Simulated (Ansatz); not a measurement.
This geometry of C2H8GeN2O (14 atoms, charge 0, multiplicity 1) is a first-order saddle point.

Computed with RKS PBE0/def2-SVP in Ansatz.

```xyz
14
Properties=species:S:1:pos:R:3
C 0.662 -2.051 -0.015
N 0.983 -0.827 0.031
C -0.007 0.170 -0.288
N 0.629 1.131 -1.110
O -1.202 -0.328 -0.855
Ge -0.576 0.992 1.448
H 1.417 -2.805 0.245
H -0.348 -2.397 -0.294
H 1.509 0.904 -1.546
H 0.128 1.953 -1.408
H -1.027 -0.438 -1.802
H -1.398 -0.004 2.289
H 0.661 1.452 2.235
H -1.445 2.218 1.098
```

Which two structures does it join? (They come from a converged band through this point; their orientation in space is the band's.)

No bond is made or broken. The height of N4 over the plane of its neighbours goes from -0.35 to 0.34 Å.

First end point:

```xyz
14
Properties=species:S:1:pos:R:3
C 0.637 -2.088 -0.028
N 0.954 -0.863 0.005
C -0.035 0.128 -0.334
N 0.578 1.013 -1.291
O -1.234 -0.355 -0.870
Ge -0.545 1.011 1.394
H 1.388 -2.839 0.252
H -0.369 -2.437 -0.318
H 1.573 1.106 -1.105
H 0.146 1.934 -1.304
H -1.074 -0.423 -1.825
H -1.269 0.030 2.333
H 0.715 1.566 2.083
H -1.476 2.189 1.037
```

Last end point:

```xyz
14
Properties=species:S:1:pos:R:3
C 0.652 -2.037 -0.004
N 0.991 -0.819 0.058
C 0.033 0.201 -0.267
N 0.721 1.212 -1.011
O -1.150 -0.265 -0.886
Ge -0.568 1.007 1.463
H 1.390 -2.806 0.262
H -0.359 -2.369 -0.301
H 1.317 0.822 -1.739
H 0.074 1.889 -1.405
H -0.927 -0.521 -1.793
H -1.439 -0.008 2.228
H 0.652 1.405 2.304
H -1.401 2.258 1.120
```

How far does it lie above each of them?

0.171 eV above the first and 0.052 eV above the second. This is the barrier of this one path; another mechanism may lie lower.

The run took 11 min on 2 threads of Arm Neoverse V2 (shared host), peak memory 0.45 GiB.
